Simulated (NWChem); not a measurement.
Isomers of Si2NH5F2, each optimised at B3LYP/6-31G* with NWChem, gas phase unless a solvent is named. Flexible species stand in one conformer each, which need not be the lowest. Pople sets run with spherical d functions. Relative energies count from the lowest isomer at each level and are electronic, without zero-point energy, on those geometries.

A: N[Si](F)(F)[SiH3]
B: [SiH2](F)[Si@H](F)N
C: F[SiH](F)N[SiH3]
D: N[SiH2][SiH](F)F

Q: Which isomer is lowest, and do the levels agree? Levels: B3LYP/6-31G*; PBE/def2-TZVP; B3LYP/def2-TZVP; TPSSh/def2-TZVP; PW6B95/def2-TZVP; r2SCAN/def2-TZVP; Hartree-Fock/def2-TZVP.

A: All put C lowest.
```tsv
quantity	A	B	C	D
relative energy, B3LYP/6-31G* (kcal/mol)	11.7	21.5	0.0	22.4
relative energy, PBE/def2-TZVP (kcal/mol)	9.6	18.4	0.0	18.9
relative energy, B3LYP/def2-TZVP (kcal/mol)	14.1	22.4	0.0	23.2
relative energy, TPSSh/def2-TZVP (kcal/mol)	14.9	23.2	0.0	23.9
relative energy, PW6B95/def2-TZVP (kcal/mol)	13.7	22.7	0.0	23.5
relative energy, r2SCAN/def2-TZVP (kcal/mol)	13.9	23.2	0.0	24.0
relative energy, Hartree-Fock/def2-TZVP (kcal/mol)	19.2	27.8	0.0	28.6
```
